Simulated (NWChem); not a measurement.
System: BO, doublet; SMILES [B]=O

NWChem input:

```
start job
memory heap 200 mb stack 900 mb global 1100 mb
geometry units angstroms
  B      0.000000     0.000000    -0.744645
  O      0.000000     0.000000     0.471198
end
basis spherical
  * library aug-cc-pvdz
end
dft
  odft
  mult 2
  xc b3lyp
  iterations 150
end
driver
  maxiter 120
end
task dft optimize
task dft freq
```

No stability test was run on the SCF state.

The level has its own optimisation; frequencies are unscaled.

**Question.** Give the results of this calculation. (B3LYP/aug-cc-pVDZ, spin-unrestricted.) Quantities: basis functions; r B–O (Å); highest harmonic frequency (cm⁻¹); zero-point energy (kcal/mol); dipole (D).

**Answer.** number of basis functions: 46
r B–O (Å): 1.209
highest harmonic frequency (cm⁻¹): 1881
zero-point energy (kcal/mol): 2.7
dipole (D): 2.41
